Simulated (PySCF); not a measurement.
Run record: geometry optimisation, `ClB(CC=O)Cl`.

Computed with PBE0-D3(BJ)/def2-SVP geometry optimisation, gas phase (PySCF 2.14.0). Start geometry: GFN2-xTB. The command runs a driver script over a list of jobs; the input below is this job's line of settings and its coordinates in Å.

Command:
```bash
OMP_NUM_THREADS=1 python probes_run.py task.json out
```

Input:
```
{"job": {"xc": "PBE0", "basis": "def2-SVP", "d3": "d3bj", "grid": 1, "shake": 0.01, "kind": "geom"}, "charge": 0, "multiplicity": 1}
O     -1.472470     1.702540    -0.050380
C     -1.010520     0.747200     0.429640
C     -0.403420    -0.383310    -0.359350
B      1.236100    -0.379380    -0.157610
Cl     1.865170    -0.615390     1.402160
Cl     2.245550    -0.121750    -1.483360
H     -0.948350     0.605580     1.527030
H     -0.789470    -1.302290     0.037860
H     -0.664780    -0.270350    -1.379730
```

Output:
```
step   0  E = -1097.64288772  max force = 0.059571
step   1  E = -1097.65030838  max force = 0.017954
step   2  E = -1097.65220257  max force = 0.005043
step   3  E = -1097.65244882  max force = 0.003928
step   4  E = -1097.65235054  max force = 0.006518
step   5  E = -1097.65259788  max force = 0.002617
step   6  E = -1097.65263902  max force = 0.000696
step   7  E = -1097.65266343  max force = 0.000223
step   8  E = -1097.65269206  max force = 0.000800
step   9  E = -1097.65272610  max force = 0.001821
step  10  E = -1097.65273324  max force = 0.002020
step  11  E = -1097.65275337  max force = 0.001118
step  12  E = -1097.65277028  max force = 0.000487
step  13  E = -1097.65277379  max force = 0.000797
step  14  E = -1097.65278292  max force = 0.001199
step  15  E = -1097.65278670  max force = 0.000605
step  16  E = -1097.65278733  max force = 0.000229
optimisation converged
```

Energies in Eh; «max force» is the largest Cartesian gradient component in Eh/bohr.

Problem. How much energy does the optimisation release, in kcal/mol?

Solution. E(step 0) − E(last step) = 0.009900 Eh, which is 6.2 kcal/mol.

Problem. At which steps does the energy rise by more than 1e-5 Eh?

Solution. At step 4 (+0.10 mEh).

Summary of the converged run: final energy -1097.65279 Eh after 16 steps; dipole 2.17 D.

Problem. Give the final coordinates.

Solution. 0.189 Å rms from the input after alignment:
```
atom  x, y, z in Å
O1    -1.1641    2.0138    0.2449
C2    -0.7813    0.9294    0.5846
C3    -0.4302   -0.1772   -0.3780
B4     1.0620   -0.6482   -0.2844
Cl5    1.8225   -0.9000    1.2752
Cl6    2.0007   -0.9543   -1.7237
H7    -0.6464    0.6735    1.6663
H8    -1.0249   -1.0672   -0.0903
H9    -0.7091    0.1184   -1.3983
```

Problem. Estimate the wall time. Hardware: an Arm Neoverse N1 with one thread, no GPU, on a shared host. And the peak memory of the process?

Solution. About 1.8 min, with 0.45 GiB resident at the peak, the Python interpreter and its libraries included.
Labels such as C1 count atoms from 1, the log's own numbers from 0.
